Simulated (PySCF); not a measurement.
CF$_{4}$, singlet, geometry from GFN2-xTB. Base run: PySCF with DF-R2SCAN/aug-cc-pVDZ.

Input for PySCF:
```python
from pyscf import gto, scf, dft

mol = gto.M(
    atom='''
C     0.000000    0.000000   -0.000000
F     0.761567    0.766691    0.747684
F    -0.749402   -0.756914    0.769615
F    -0.767915    0.750644   -0.757410
F     0.755750   -0.760420   -0.759889
''',
    basis='aug-cc-pvdz',
    charge=0,
    spin=0,
    verbose=4,
)

mf = dft.RKS(mol)
mf.xc = 'r2scan'
mf = mf.density_fit(auxbasis='def2-universal-jkfit')
mf.kernel()
```

Variants of this job, named by their change:

```tsv
change	ΔE vs base (mEh)	SCF cycles
base	0.000	8
init_guess = vsap	0.000	8
level_shift = 1.0 (with mf.max_cycle = 100)	0.000	19
init_guess = mod_huckel	0.000	9
init_guess = 1e	0.000	11
conv_tol = 1e-12	0.000	9
level_shift = 0.1 (with mf.max_cycle = 100)	0.000	8
conv_tol = 1e-6	0.000	6
solver = newton	0.000	-
conv_tol = 1e-11	0.000	8
diis = off; damp = 0.3 (with mf.diis_start_cycle = 200; with mf.max_cycle = 150)	0.000	46
diis_space = 4	0.000	8
solver = newton; init_guess = 1e	0.000	-
```
